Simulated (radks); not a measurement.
Pb+, configuration [Hg] 6p1 (the NIST ground configuration).

Method: scalar-relativistic Kohn-Sham, r2SCAN, spin-polarised, spherical densities, finite nucleus; open shells are filled with parallel spins first (spin-orbit coupling, left out, can overturn this in heavy ions); meta-GGA in the generalised Kohn-Sham scheme; Fermi nuclear charge, rms radius 5.5012 fm; computed with a radial shooting solver on a logarithmic mesh with Libxc functionals.

Energy parts (eV):
| part | energy |
|---|---|
| total | -568126.68 |
| kinetic | 641718.51 |
| electron-nucleus | -1417485.99 |
| Hartree | 218165.69 |
| exchange-correlation | -10524.90 |

Orbitals (lengths in bohr, moments of r in powers of bohr; <r^-3> diverges for s and p1/2; r(max) is where P^2 peaks):
\begin{tabular}{lrrrrr}
orbital & occ. & eigenvalue (eV) & r(max) & <r> & <r^-3> \\ \hline
1s up & 1 & -88190.14 & 0.009845 & 0.01606 & - \\
1s down & 1 & -88190.12 & 0.009845 & 0.01606 & - \\
2s down & 1 & -15810.89 & 0.05714 & 0.06760 & - \\
2s up & 1 & -15810.89 & 0.05714 & 0.06760 & - \\
2p up & 3 & -13564.41 & 0.04761 & 0.06144 & 29570 \\
2p down & 3 & -13564.40 & 0.04761 & 0.06144 & 29570 \\
3s up & 1 & -3813.271 & 0.1610 & 0.1744 & - \\
3s down & 1 & -3813.266 & 0.1610 & 0.1744 & - \\
3p up & 3 & -3166.330 & 0.1612 & 0.1764 & 6876 \\
3p down & 3 & -3166.323 & 0.1612 & 0.1764 & 6876 \\
3d up & 5 & -2504.064 & 0.1315 & 0.1600 & 832.2 \\
3d down & 5 & -2504.058 & 0.1315 & 0.1600 & 832.2 \\
4s up & 1 & -876.4055 & 0.3623 & 0.3842 & - \\
4s down & 1 & -876.3919 & 0.3623 & 0.3842 & - \\
4p up & 3 & -663.4864 & 0.3821 & 0.4096 & 1686 \\
4p down & 3 & -663.4724 & 0.3821 & 0.4096 & 1686 \\
4d up & 5 & -415.4573 & 0.3883 & 0.4308 & 180.9 \\
4d down & 5 & -415.4410 & 0.3883 & 0.4308 & 180.9 \\
5s up & 1 & -154.6517 & 0.7900 & 0.8565 & - \\
5s down & 1 & -154.6075 & 0.7901 & 0.8567 & - \\
4f up & 7 & -142.1459 & 0.3508 & 0.4539 & 36.63 \\
4f down & 7 & -142.1261 & 0.3508 & 0.4539 & 36.64 \\
5p up & 3 & -95.7869 & 0.8820 & 0.9788 & 309.3 \\
5p down & 3 & -95.7671 & 0.8822 & 0.9789 & 309.1 \\
5d up & 5 & -29.5590 & 1.070 & 1.302 & 21.20 \\
5d down & 5 & -29.4545 & 1.070 & 1.294 & 21.37 \\
6s up & 1 & -20.0023 & 1.962 & 2.270 & - \\
6s down & 1 & -19.0562 & 1.936 & 2.224 & - \\
6p up & 1 & -10.2999 & 2.514 & 2.965 & 26.29 \\
6p down & 0 & -8.9037 & 2.469 & 2.897 & 28.57 \\
\end{tabular}

The highest occupied level is 6p up at -10.300 eV. The electron density at the nucleus is 2.954e+06 e/bohr^3 (large components only). Summed over all electrons, <r^2> = 56.83 bohr^2, which gives a Langevin (diamagnetic) susceptibility term of -45 x 10^-6 cm^3/mol. Spin moment in Bohr magnetons: 1. For comparison, the ionisation energy in NIST's Atomic Spectra Database is 15.032 eV (measured). In exact Kohn-Sham theory the highest level is minus the ionisation energy, but local and semilocal functionals leave it too shallow, through self-interaction and a potential that decays too fast; potentials with the right tail come closer. The density falls to 0.001 e/bohr^3 at r = 4.21 bohr.
